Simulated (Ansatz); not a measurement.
This geometry of CH4BClSi (8 atoms, charge 0, multiplicity 1) is a first-order saddle point.

These are results of Ansatz 0.2.0, RKS B3LYP/STO-3G, not measurements.

```xyz
8
Properties=species:S:1:pos:R:3
C 0.135 1.559 -0.017
B 0.229 0.109 -0.061
Si -0.099 -1.524 0.687
Cl -1.047 -2.906 -0.621
H -0.426 0.643 -1.058
H -0.545 2.139 0.640
H 0.671 2.208 -0.735
H 1.082 -2.227 1.165
```

(1) Which two structures does it join? (They come from a converged band through this point; their orientation in space is the band's.)

(2) How far does it lie above each of them?

Results:

(1) Bonds broken: C1–H5. Bonds formed: B2–H5.

First end point:

```xyz
8
Properties=species:S:1:pos:R:3
C -0.019 1.440 -0.298
B 0.261 -0.048 0.012
Si -0.173 -1.644 0.843
Cl -0.758 -2.954 -0.752
H -0.874 1.489 -1.000
H -0.307 2.016 0.598
H 0.829 1.954 -0.781
H 1.041 -2.253 1.378
```

Last end point:

```xyz
8
Properties=species:S:1:pos:R:3
C 0.311 1.387 0.126
B -0.347 0.371 -0.654
Si -0.085 -1.265 0.194
Cl -0.766 -3.163 -0.363
H -0.949 0.500 -1.639
H 0.875 1.217 1.057
H 0.308 2.454 -0.150
H 0.653 -1.501 1.429
```

(2) 1.44 eV above the first and 2.24 eV above the second. This is the barrier of this one path; another mechanism may lie lower. The orbitals stay closed-shell, which can raise the energy where a bond breaks towards radicals; this wasn't checked here. Limits of this set-up: minimal basis.

The run took 4.4 min on 1 CPU thread of a shared host.
